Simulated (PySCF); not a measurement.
Tl₂: energy against distance

Set-up: basis Tl def2-SVPD with ECP60; scalar-relativistic core potentials; PySCF 2.14. Energies in eV from Tl + Tl in their ground configurations at the same level. State: ³Πu (triplet), unpaired electrons σ ↑, π ↑.

All columns are PBE.

```csv
R (Å),E (eV),HOMO (eV),LUMO (eV),Mayer bond order,⟨S²⟩
2.707,-0.839,-3.39,-3.49,1.34,2.00
2.833,-1.082,-3.42,-3.37,1.30,2.00
2.959,-1.215,-3.33,-3.25,1.25,2.00
3.054,-1.267,-3.26,-3.18,1.23,2.00
3.148,-1.289,-3.19,-3.11,1.20,2.00
3.242,-1.289,-3.14,-3.04,1.18,2.00
3.368,-1.264,-3.07,-2.97,1.15,2.00
3.526,-1.207,-2.99,-2.89,1.12,2.00
3.715,-1.116,-2.92,-2.81,1.09,2.00
3.966,-0.979,-2.84,-2.73,1.06,2.00
```

Spin–orbit coupling is left out, which matters for elements this heavy, above all for dissociation energies. The state was picked by a PBE0 search and need not be the measured ground state.

At some distances an empty level lies below a filled one, because the occupation is held.
